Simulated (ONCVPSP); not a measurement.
# As: variants of one ONCV potential

Base potential:

```json
{
  "Element": "arsenic (As)",
  "Generator": "ONCVPSP 4.0.1",
  "Type": "optimised norm-conserving Vanderbilt (ONCV)",
  "Functional": "LDA (Perdew-Zunger)",
  "Relativity": "fully relativistic",
  "Frozen core": "[Ar] 3d10",
  "Valence charge": "5",
  "Reference configuration": "4s1 4p4",
  "Partial waves": "4s: rc 1.35 bohr, ncon 5, nbas 9, qcut 4.8 1/bohr, 2 projectors, debl 0.6 Ha; 4p: rc 1.60 bohr, ncon 5, nbas 9, qcut 4.9 1/bohr, 2 projectors, debl 0.3 Ha",
  "Local potential": "polynomial inside 1.30 bohr (lpopt 5, dvloc0 0 Ha)",
  "Core correction": "Teter function, parameters optimised by the program"
}
```

Open shells are filled in proportion to 2j + 1.

All-electron outer shells of the reference configuration (LDA (Perdew-Zunger), scalar-relativistic, ld1.x):

```tsv
shell	level (eV)	outermost node (bohr)	outermost maximum (bohr)
3p	-135.08	0.22	0.52
3d	-42.52	–	0.47
4s	-15.59	0.73	1.59
4p	-5.98	0.78	1.95
```

Cutoffs, loose and tight: the cutoffs (Ha) at which the residual kinetic energy of the hardest occupied pseudo-wave falls to 1 and 0.1 mHa per electron. They do not see the model core or the augmentation charge, which bear on the density cutoff. Test errors are all-electron minus pseudo excitation energies from the reference, over the configurations 4s2 4p3; 4s2 4p2; 4s2 4p1; 4s1 4p0. A dash means not determined; rows that change the core or the reference have their own tests.

A true bound ghost makes a file unfit for plane-wave use even where its test errors are small: the radial tests pick states by their node count and pass the ghost by.

| change | outcome | cutoff, loose | cutoff, tight | bound ghosts | GHOST(+) flags above zero | largest test error (meV) |
| --- | --- | --- | --- | --- | --- | --- |
| base | generated | 103 Ha | 125 Ha | s, p3/2 | s, p1/2 | -1878 |
| core [Ne], valence charge 23; reference 3s2 3p6 3d10 4s2 4p3; waves now 3s+4s: rc 0.85 bohr, ncon 4, nbas 9, qcut 18.3 1/bohr, 3 projectors, debl 2.2 Ha; 3p+4p: rc 0.90 bohr, ncon 4, nbas 8, qcut 15.7 1/bohr, 3 projectors, debl 0.4 Ha; 3d: rc 0.60 bohr, ncon 4, nbas 7, qcut 13.7 1/bohr, 2 projectors, debl 2.7 Ha; local potential polynomial inside 0.50 bohr (lpopt 1, dvloc0 2 Ha) | generated | 507 Ha | 693 Ha | none | s | +5.5 |
| p: qcut 7.2 | generated | 103 Ha | 125 Ha | s, p3/2, p1/2 | s | -1869 |
| reference 4s2 4p3; p: rc 1.35, qcut 5.8 | generated | 124 Ha | 145 Ha | s, p3/2, p1/2 | s, p3/2, p1/2 | -797 |
| p: nbas 8 | generated | 103 Ha | 125 Ha | s, p3/2, p1/2 | s, p3/2, p1/2 | -1886 |

What comes out with this change to the base: p: rc 1.35, qcut 5.8, nproj 0; local potential the p channel?

outcome: generated, misses its reference levels by 0.21 eV; cutoff, loose: 125 Ha; cutoff, tight: 146 Ha; bound ghosts: s; GHOST(+) flags above zero: s; largest test error (meV): -1812.

What comes out with this change to the base: functional PBE?

outcome: generated; cutoff, loose: 102 Ha; cutoff, tight: 125 Ha; bound ghosts: s, p3/2; GHOST(+) flags above zero: s, p1/2; largest test error (meV): -2052.
